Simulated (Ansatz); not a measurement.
Geometry optimisation of Mo₆⁻.

```yaml
crystal:
  periodic: [false, false, false]
  atoms:
    - {symbol: Mo, position_ang: [0.322140, -1.038580, 0.770460]}
    - {symbol: Mo, position_ang: [0.384800, 1.964220, -0.783870]}
    - {symbol: Mo, position_ang: [-1.101030, 0.114570, -0.821500]}
    - {symbol: Mo, position_ang: [-1.523670, -2.276170, 0.179510]}
    - {symbol: Mo, position_ang: [1.713280, 0.034840, -0.768400]}
    - {symbol: Mo, position_ang: [0.204490, 1.201110, 1.423800]}
basis:
  gaussian: {orbitals: def2-SVPD}
total_charge: -1
magnetization: {spin_polarized: true, initial_magnetization: 1}
hamiltonian: {xc: pbe, dispersion: d4}
scf: {lower_state_search: "off"}
output: {orbitals: {seedname: orbitals}}
relax: {f_tol: 0.02, max_steps: 100}
```

```sh
$ ansatz run in.yaml --threads 4 --pin off --events-out ev --progress --plain --max-ram 4787MiB
```

Output, abridged:

```
Functional definition: PBE
mean field -11136.39878471 eV, -409.2551068157 hartree, gradient 3.1e-6 eV, S^2 2.098827; 0 other end points of the search recorded, 0 dependent functions left out
relax step   1: F+E_penalty+E_count = -11136.98259521 eV  Δ(F+E_penalty+E_count) = +0.000e0 eV  max|allowed force component| = 2.561e0 eV/Å  Δτ_max = 0.0000 Å  (230 SCF iters, accepted)
mean field -11137.45766770 eV, -409.2940200480 hartree, gradient 2.8e-6 eV, S^2 1.600440; 0 other end points of the search recorded, 0 dependent functions left out
relax step   2: F+E_penalty+E_count = -11138.03531719 eV  Δ(F+E_penalty+E_count) = -1.053e0 eV  max|allowed force component| = 1.916e0 eV/Å  Δτ_max = 0.1981 Å  (70 SCF iters, accepted)
mean field -11137.45196836 eV, -409.2938106010 hartree, gradient 5.6e-6 eV, S^2 0.987059; 0 other end points of the search recorded, 0 dependent functions left out
relax step   3: F+E_penalty+E_count = -11138.02964860 eV  Δ(F+E_penalty+E_count) = +5.669e-3 eV  max|allowed force component| = 3.723e0 eV/Å  Δτ_max = 0.1944 Å  (92 SCF iters, rejected (line search))
mean field -11137.71558740 eV, -409.3034984220 hartree, gradient 2.5e-6 eV, S^2 1.277416; 0 other end points of the search recorded, 0 dependent functions left out
relax step   4: F+E_penalty+E_count = -11138.29267132 eV  Δ(F+E_penalty+E_count) = -2.574e-1 eV  max|allowed force component| = 1.266e0 eV/Å  Δτ_max = 0.0955 Å  (68 SCF iters, accepted)
mean field -11137.86496800 eV, -409.3089880578 hartree, gradient 2.3e-6 eV, S^2 0.989827; 0 other end points of the search recorded, 0 dependent functions left out
relax step   5: F+E_penalty+E_count = -11138.44266413 eV  Δ(F+E_penalty+E_count) = -1.500e-1 eV  max|allowed force component| = 6.015e-1 eV/Å  Δτ_max = 0.0978 Å  (69 SCF iters, accepted)
mean field -11137.85847573 eV, -409.3087494713 hartree, gradient 2.0e-6 eV, S^2 0.977767; 0 other end points of the search recorded, 0 dependent functions left out
relax step   6: F+E_penalty+E_count = -11138.46296187 eV  Δ(F+E_penalty+E_count) = -2.030e-2 eV  max|allowed force component| = 5.510e-1 eV/Å  Δτ_max = 0.1500 Å  (68 SCF iters, accepted)
mean field -11137.32806245 eV, -409.2892571431 hartree, gradient 2.6e-6 eV, S^2 1.306596; 0 other end points of the search recorded, 0 dependent functions left out
relax step   7: F+E_penalty+E_count = -11137.95744640 eV  Δ(F+E_penalty+E_count) = +5.055e-1 eV  max|allowed force component| = 1.607e0 eV/Å  Δτ_max = 0.2000 Å  (92 SCF iters, rejected (line search))
mean field -11137.90878895 eV, -409.3105984481 hartree, gradient 3.0e-6 eV, S^2 1.048762; 0 other end points of the search recorded, 0 dependent functions left out
relax step   8: F+E_penalty+E_count = -11138.50991823 eV  Δ(F+E_penalty+E_count) = -4.696e-2 eV  max|allowed force component| = 2.619e-1 eV/Å  Δτ_max = 0.0830 Å  (61 SCF iters, accepted)
mean field -11137.91878385 eV, -409.3109657541 hartree, gradient 1.7e-6 eV, S^2 1.020410; 0 other end points of the search recorded, 0 dependent functions left out
relax step   9: F+E_penalty+E_count = -11138.51629018 eV  Δ(F+E_penalty+E_count) = -6.372e-3 eV  max|allowed force component| = 1.189e-1 eV/Å  Δτ_max = 0.0171 Å  (54 SCF iters, accepted)
mean field -11137.92049933 eV, -409.3110287968 hartree, gradient 2.4e-6 eV, S^2 1.047664; 0 other end points of the search recorded, 0 dependent functions left out
relax step  10: F+E_penalty+E_count = -11138.51680531 eV  Δ(F+E_penalty+E_count) = -5.151e-4 eV  max|allowed force component| = 1.125e-1 eV/Å  Δτ_max = 0.0299 Å  (55 SCF iters, accepted)
mean field -11137.92031522 eV, -409.3110220308 hartree, gradient 9.6e-6 eV, S^2 1.038911; 0 other end points of the search recorded, 0 dependent functions left out
relax step  11: F+E_penalty+E_count = -11138.51860355 eV  Δ(F+E_penalty+E_count) = -1.798e-3 eV  max|allowed force component| = 1.281e-2 eV/Å  Δτ_max = 0.0155 Å  (44 SCF iters, accepted)
mean field -11137.92098210 eV, -409.3110465384 hartree, gradient 4.4e-6 eV, S^2 1.038623; 0 other end points of the search recorded, 0 dependent functions left out
relax step  12: F+E_penalty+E_count = -11138.51863577 eV  Δ(F+E_penalty+E_count) = -3.222e-5 eV  max|allowed force component| = 6.643e-3 eV/Å  Δτ_max = 0.0014 Å  (34 SCF iters, accepted)
mean field -11137.92130915 eV, -409.3110585569 hartree, gradient 7.0e-6 eV, S^2 1.038567; 0 other end points of the search recorded, 0 dependent functions left out
relax step  13: F+E_penalty+E_count = -11138.51872406 eV  Δ(F+E_penalty+E_count) = -8.829e-5 eV  max|allowed force component| = 1.610e-2 eV/Å  Δτ_max = 0.0044 Å  (47 SCF iters, accepted)
mean field -11137.92577022 eV, -409.3112224983 hartree, gradient 2.2e-6 eV, S^2 1.039372; 0 other end points of the search recorded, 0 dependent functions left out
relax step  14: F+E_penalty+E_count = -11138.51984508 eV  Δ(F+E_penalty+E_count) = -1.121e-3 eV  max|allowed force component| = 1.116e-1 eV/Å  Δτ_max = 0.0493 Å  (63 SCF iters, accepted)
mean field -11137.90589908 eV, -409.3104922474 hartree, gradient 3.6e-6 eV, S^2 1.113498; 0 other end points of the search recorded, 0 dependent functions left out
relax step  15: F+E_penalty+E_count = -11138.49200405 eV  Δ(F+E_penalty+E_count) = +2.784e-2 eV  max|allowed force component| = 8.044e-1 eV/Å  Δτ_max = 0.1957 Å  (65 SCF iters, rejected (line search))
mean field -11137.93365232 eV, -409.3115121602 hartree, gradient 1.9e-6 eV, S^2 1.045764; 0 other end points of the search recorded, 0 dependent functions left out
relax step  16: F+E_penalty+E_count = -11138.52532615 eV  Δ(F+E_penalty+E_count) = -5.481e-3 eV  max|allowed force component| = 2.332e-1 eV/Å  Δτ_max = 0.0691 Å  (63 SCF iters, accepted)
mean field -11137.93949272 eV, -409.3117267910 hartree, gradient 2.5e-6 eV, S^2 1.045284; 0 other end points of the search recorded, 0 dependent functions left out
relax step  17: F+E_penalty+E_count = -11138.53006475 eV  Δ(F+E_penalty+E_count) = -4.739e-3 eV  max|allowed force component| = 3.131e-1 eV/Å  Δτ_max = 0.0395 Å  (54 SCF iters, accepted)
mean field -11137.96717032 eV, -409.3127439239 hartree, gradient 2.9e-6 eV, S^2 1.053597; 0 other end points of the search recorded, 0 dependent functions left out
relax step  18: F+E_penalty+E_count = -11138.55641249 eV  Δ(F+E_penalty+E_count) = -2.635e-2 eV  max|allowed force component| = 6.921e-1 eV/Å  Δτ_max = 0.1463 Å  (67 SCF iters, accepted)
mean field -11138.03264016 eV, -409.3151498961 hartree, gradient 1.8e-6 eV, S^2 1.056410; 0 other end points of the search recorded, 0 dependent functions left out
relax step  19: F+E_penalty+E_count = -11138.61627577 eV  Δ(F+E_penalty+E_count) = -5.986e-2 eV  max|allowed force component| = 1.177e0 eV/Å  Δτ_max = 0.1949 Å  (68 SCF iters, accepted)
mean field -11138.21013394 eV, -409.3216726722 hartree, gradient 3.8e-6 eV, S^2 0.934742; 0 other end points of the search recorded, 0 dependent functions left out
[...]
mean field -11138.43313798 eV, -409.3298679197 hartree, gradient 3.5e-6 eV, S^2 0.848132; 0 other end points of the search recorded, 0 dependent functions left out
relax step  21: F+E_penalty+E_count = -11139.03512925 eV  Δ(F+E_penalty+E_count) = -2.355e-1 eV  max|allowed force component| = 1.036e0 eV/Å  Δτ_max = 0.1936 Å  (82 SCF iters, accepted)
mean field -11138.65314986 eV, -409.3379532071 hartree, gradient 2.7e-6 eV, S^2 1.099064; 0 other end points of the search recorded, 0 dependent functions left out
relax step  22: F+E_penalty+E_count = -11139.27031659 eV  Δ(F+E_penalty+E_count) = -2.352e-1 eV  max|allowed force component| = 4.348e-1 eV/Å  Δτ_max = 0.1948 Å  (121 SCF iters, accepted)
mean field -11138.57060311 eV, -409.3349196699 hartree, gradient 2.2e-6 eV, S^2 1.989705; 0 other end points of the search recorded, 0 dependent functions left out
relax step  23: F+E_penalty+E_count = -11139.16790207 eV  Δ(F+E_penalty+E_count) = +1.024e-1 eV  max|allowed force component| = 9.028e-1 eV/Å  Δτ_max = 0.1953 Å  (98 SCF iters, rejected (line search))
mean field -11138.72776629 eV, -409.3406953104 hartree, gradient 8.7e-6 eV, S^2 1.399897; 0 other end points of the search recorded, 0 dependent functions left out
relax step  24: F+E_penalty+E_count = -11139.33454664 eV  Δ(F+E_penalty+E_count) = -6.423e-2 eV  max|allowed force component| = 2.278e-1 eV/Å  Δτ_max = 0.0947 Å  (75 SCF iters, accepted)
mean field -11138.74102656 eV, -409.3411826164 hartree, gradient 1.8e-6 eV, S^2 1.440800; 0 other end points of the search recorded, 0 dependent functions left out
relax step  25: F+E_penalty+E_count = -11139.35021175 eV  Δ(F+E_penalty+E_count) = -1.567e-2 eV  max|allowed force component| = 2.351e-1 eV/Å  Δτ_max = 0.0440 Å  (72 SCF iters, accepted)
mean field -11138.74253241 eV, -409.3412379551 hartree, gradient 3.1e-6 eV, S^2 1.419762; 0 other end points of the search recorded, 0 dependent functions left out
relax step  26: F+E_penalty+E_count = -11139.35267168 eV  Δ(F+E_penalty+E_count) = -2.460e-3 eV  max|allowed force component| = 6.132e-2 eV/Å  Δτ_max = 0.0121 Å  (62 SCF iters, accepted)
mean field -11138.71608486 eV, -409.3402660258 hartree, gradient 1.8e-6 eV, S^2 1.509590; 0 other end points of the search recorded, 0 dependent functions left out
relax step  27: F+E_penalty+E_count = -11139.33082379 eV  Δ(F+E_penalty+E_count) = +2.185e-2 eV  max|allowed force component| = 3.722e-1 eV/Å  Δτ_max = 0.0545 Å  (87 SCF iters, rejected (line search))
mean field -11138.74110570 eV, -409.3411855246 hartree, gradient 2.4e-6 eV, S^2 1.443351; 0 other end points of the search recorded, 0 dependent functions left out
relax step  28: F+E_penalty+E_count = -11139.35330281 eV  Δ(F+E_penalty+E_count) = -6.311e-4 eV  max|allowed force component| = 4.477e-2 eV/Å  Δτ_max = 0.0084 Å  (63 SCF iters, accepted)
mean field -11138.74091150 eV, -409.3411783878 hartree, gradient 7.2e-6 eV, S^2 1.453473; 0 other end points of the search recorded, 0 dependent functions left out
relax step  29: F+E_penalty+E_count = -11139.35361448 eV  Δ(F+E_penalty+E_count) = -3.117e-4 eV  max|allowed force component| = 3.353e-2 eV/Å  Δτ_max = 0.0056 Å  (53 SCF iters, accepted)
mean field -11138.73852980 eV, -409.3410908618 hartree, gradient 2.9e-6 eV, S^2 1.496273; 0 other end points of the search recorded, 0 dependent functions left out
relax step  30: F+E_penalty+E_count = -11139.35452465 eV  Δ(F+E_penalty+E_count) = -9.102e-4 eV  max|allowed force component| = 7.190e-2 eV/Å  Δτ_max = 0.0257 Å  (71 SCF iters, accepted)
mean field -11138.73859331 eV, -409.3410931958 hartree, gradient 2.4e-6 eV, S^2 1.523476; 0 other end points of the search recorded, 0 dependent functions left out
relax step  31: F+E_penalty+E_count = -11139.35504602 eV  Δ(F+E_penalty+E_count) = -5.214e-4 eV  max|allowed force component| = 4.473e-2 eV/Å  Δτ_max = 0.0114 Å  (59 SCF iters, accepted)
mean field -11138.73838568 eV, -409.3410855657 hartree, gradient 1.9e-6 eV, S^2 1.532433; 0 other end points of the search recorded, 0 dependent functions left out
relax step  32: F+E_penalty+E_count = -11139.35542977 eV  Δ(F+E_penalty+E_count) = -3.837e-4 eV  max|allowed force component| = 2.133e-2 eV/Å  Δτ_max = 0.0081 Å  (59 SCF iters, accepted)
mean field -11138.73842385 eV, -409.3410869683 hartree, gradient 2.2e-6 eV, S^2 1.530692; 0 other end points of the search recorded, 0 dependent functions left out
relax step  33: F+E_penalty+E_count = -11139.35558848 eV  Δ(F+E_penalty+E_count) = -1.587e-4 eV  max|allowed force component| = 1.296e-2 eV/Å  Δτ_max = 0.0042 Å  (64 SCF iters, accepted)
Total energy: -11139.35562111 eV, -409.3637685492 hartree
Atom 0 at     0.930944    -1.247134     0.698751 Å, force     0.006705    -0.009236     0.001647 eV/Å
Atom 1 at     0.194325     1.857030    -0.721142 Å, force    -0.006576    -0.008549     0.012965 eV/Å
Atom 2 at    -0.950712    -0.395958    -1.207590 Å, force    -0.003590    -0.003735     0.010173 eV/Å
Atom 3 at    -1.841781    -1.214715     0.570150 Å, force    -0.000963     0.007442    -0.009399 eV/Å
Atom 4 at     1.870308     0.379482    -0.658814 Å, force     0.010410     0.002664    -0.007888 eV/Å
Atom 5 at    -0.203074     0.621285     1.318645 Å, force    -0.005986     0.011413    -0.007498 eV/Å
Dipole moment:     0.268839    -0.042134     0.086648 e Å
Checks for a lower state left out: stability, starts, cluster_reference, orbital_swaps, neighbouring_geometries, increment
```

It took 6.4 min on 4 threads of Arm Neoverse V2 on a shared host.

In the def2 sets Mo takes a core potential; there is no spin–orbit coupling. The charge -1 doublet is spin-contaminated (final ⟨S²⟩ up to 1.53, 0.75 for a pure state). The highest occupied level of the charge -1 doublet lies above zero (up to 0.25 eV). It is a level of α spin, whose loss leaves a singlet; that state wasn't run at this geometry and level. The electron is either unbound and held by the finite basis, or the level is raised by self-interaction error. The relaxation made no stability test and no search for a lower SCF solution. No other spin state of charge -1 was run. Another isomer (doublet) lies 0.31 eV lower at PBE0-D4/def2-TZVPD; other spin states weren't run for this one.
